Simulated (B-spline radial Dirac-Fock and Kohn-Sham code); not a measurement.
How the levels of bismuth move as electrons are removed

Model: Dirac-Fock (average of configuration) total-energy differences with a finite nucleus, the Breit interaction including its frequency dependence, and self-energy and vacuum-polarisation corrections. Program: a B-spline atomic structure program. Each ion is free and in its tabulated ground configuration. The model has no electron correlation.

Reference: Bi, [Xe] 4f14 5d10 6s2 6p3, with 2s 16401.7 eV, 3d3/2 2697.1 eV, 4s 953.9 eV, 4f7/2 163.8 eV, 5d3/2 34.30 eV, Kα1 (K-L3) 77103.2 eV, Kβ1 (K-M3) 87338.6 eV, Lℓ (L3-M1) 9411.6 eV. Shifts from it, in eV (a dash: the subshell is empty, belongs to an open shell averaged over j, or its hole state is left out as unreliable):

```tsv
ion	configuration	2s	3d3/2	4s	4f7/2	5d3/2	Kα1	Kβ1	Lℓ
Bi⁺	[Xe] 4f14 5d10 6s2 6p2	+9.1	+9.0	+9.0	+9.0	+8.8	+0.07	+0.09	+0.02
Bi²⁺	[Xe] 4f14 5d10 6s2 6p1	+19.2	+19.2	+19.1	+19.1	+18.7	+0.16	+0.23	+0.05
Bi³⁺	[Xe] 4f14 5d10 6s2	+30.4	+30.2	+30.1	+30.1	+29.4	+0.28	+0.42	+0.10
Bi⁴⁺	[Xe] 4f14 5d10 6s1	?	?	?	?	?	?	?	?
Bi⁵⁺	[Xe] 4f14 5d10	+58.1	+58.0	+57.5	+57.7	+55.6	+0.64	+0.91	+0.35
Bi⁶⁺	[Xe] 4f14 5d9	+79.4	+79.1	+78.4	+78.4	–	+0.56	+1.09	+0.60
```

**Question.** Give the missing shifts for Bi⁴⁺.

**Answer.** 2s +43.8, 3d3/2 +43.7, 4s +43.4, 4f7/2 +43.5, 5d3/2 +42.2, Kα1 +0.40, Kβ1 +0.59, Lℓ +0.24 (eV).

Over this range L1 (2s) moves by +79.4 eV and Kα1 by +0.6 eV: a line is a difference of two levels that shift in the same direction.

Values without a named source are computed, but for edge energies of neutral atoms, which are taken from tables.
